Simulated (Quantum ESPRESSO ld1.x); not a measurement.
Problem. The aim is the magnesium ion Mg3+ in [He] 2s2 2p5. What will ld1.x (Quantum ESPRESSO 7.5) do with this input?

```
 &input
    zed=12.0,
    iswitch=1,
    rel=1,
    lsd=1,
    dft='SLA-VWN',
    config='[He] 2s2 2p5',
    beta=0.001,
    prefix='ld1',
    max_out_wfc=37,
    file_charge='ld1.rho',
 /
```

Solution. Not converged. So little new potential is mixed in that the limit of 200 iterations comes first; the energy is off by less than 1e-5 hartree.

Output (excerpt):

```
     Program LD1 v.7.5 starts

     Message from routine scf:
     warning: convergence not achieved
     --------------------------- All-electron run ----------------------------

     scalar relativistic calculation

     atomic number is 12.00
     dft =SLA-VWN   lsd =1 sic =0 latt =0  beta=0.00 tr2=1.0E-14
     Exchange-correlation= SLA-VWN
                           (   1   2   0   0   0   0   0)
     mesh =1887 r(mesh) =  99.79253 a.u. xmin = -8.00 dx = 0.00800
     1 Ry =  13.60569312 eV, c = 137.03599908

     n l     nl                  e(Ry)          e(Ha)          e(eV)
     1 0     1S 1( 1.00)       -96.3945       -48.1972     -1311.5140
     2 0     2S 1( 1.00)        -9.5270        -4.7635      -129.6210
     2 1     2P 1( 3.00)        -7.1718        -3.5859       -97.5778
     1 0     1S 2( 1.00)       -96.2863       -48.1431     -1310.0412
     2 0     2S 2( 1.00)        -9.3423        -4.6712      -127.1087
     2 1     2P 2( 2.00)        -6.9710        -3.4855       -94.8460

     final scf error:  5.8E-14 reached in 201 iterations

     Etot =    -391.296635 Ry,    -195.648318 Ha,   -5323.861942 eV
     Total magnetization:    1.00 Bohr mag.

     Ekin =     391.438322 Ry,     195.719161 Ha,    5325.789686 eV
     Encl =    -907.796200 Ry,    -453.898100 Ha,  -12351.196510 eV
     Eh   =     153.389739 Ry,      76.694869 Ha,    2086.973713 eV
     Exc  =     -28.328497 Ry,     -14.164248 Ha,    -385.428832 eV
```

Run on one thread of a shared host, so times are rough (Intel(R) Xeon(R) Processor @ 2.60GHz): 1.1 s of CPU time, 1.4 s wall, 201 iterations on 1887 mesh points.
